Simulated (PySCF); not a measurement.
# Static response to an electric field

Species: Sn(vinyl)2(NCO)2, C6H6N2O2Sn.
Structure used (PBE0-D3(BJ)/def2-SVP), in Å, numbered top down from 1:
```xyz
17
C6H6N2O2Sn angstrom
Sn     0.2434   -0.3653    0.0111
C     -0.0116   -0.8101    2.0623
C     -0.9133   -0.1406    2.7834
H      0.5964   -1.5993    2.5175
H     -1.5333    0.6506    2.3471
H     -1.0722   -0.3605    3.8456
C      2.0644    0.2739   -0.8514
C      2.2105    1.5213   -1.3022
H      2.8843   -0.4483   -0.9314
H      1.4072    2.2637   -1.2406
H      3.1472    1.8570   -1.7627
N     -1.0986    1.1273   -0.3069
C     -1.7976    1.7656   -1.0505
O     -2.4922    2.4208   -1.7268
N     -0.3770   -1.9595   -1.0814
C     -1.2425   -2.7162   -1.4376
O     -2.0435   -3.4810   -1.8153
```

Level: CAM-B3LYP/def2-SVPD (PySCF), static field, nuclei fixed, core orbitals frozen in the response. The polarisability tensor in these axes (au):

```
x   123.20   5.62  -1.30
y     5.62 128.88  -5.93
z    -1.30  -5.93 121.40
```

Problem. Give the principal values, the mean and the anisotropy Δα = √{½[(α1 − α2)² + (α2 − α3)² + (α1 − α3)²]}.

Solution. Principal values 117.45, 121.19 and 134.84 au; mean 124.49 au = 18.45 Å³ = 20.53 × 10⁻⁴⁰ C²·m²/J; Δα = 15.85 au (13 % of the mean).

Problem. What is the dipole moment, and where does it point?

Solution. (4.50, 0.77, 3.42) D, 5.71 D in size, pointing from the negative to the positive side. Measured along this direction, the outermost atoms are O17 at the negative end and H4, H11 and H9 at the positive end.

Problem. Find the Langevin capture rate constant for H3O+ (19.018 u) meeting this molecule (257.945 u), k = 2.342 × 10⁻⁹ cm³/s × √(α in Å³ / reduced mass in u).

Solution. The reduced mass is 17.71 u, so k = 2.39 × 10⁻⁹ cm³/s. The formula leaves out the permanent dipole, which adds to the capture rate.

Problem. In a dilute gas of rigid molecules at 500 K, how does the orientational term μ²/3kT compare with the electronic polarisability?

Solution. In Gaussian units μ²/3kT = 157.22 Å³ against 18.45 Å³, a ratio of 8.52; the Debye molar polarisation (4π/3)N_A(α + μ²/3kT) is 443.1 cm³/mol, leaving out the vibrational part.

Problem. Refractivity n − 1 of an ideal gas of it at 400 K and 1 atm, from the electronic α?

Solution. N = p/kT = 1.8347 × 10¹⁹ cm⁻³, so n − 1 = 2π × N × 18.45 × 10⁻²⁴ cm³ = 2127 × 10⁻⁶ at long wavelengths.

Problem. What depolarisation ratio follows for Rayleigh scattering of linearly polarised light, taking the static tensor?

Solution. ρ = 3Δα²/(45ᾱ² + 4Δα²) = 754.0/(697442 + 1005.3) = 0.00108.

Geometry: PBE0-D3(BJ)/def2-SVP, one conformer, isolated molecule. Atoms past krypton carry effective core potentials; spin–orbit coupling is left out.

These values come from a run that also computed excited states. Time: 3.5 min wall (grids of density and orbitals included); peak memory 1.8 GiB. Hardware: Arm Neoverse V1, one thread, shared host with 32 logical CPUs at a one-minute load of 28.
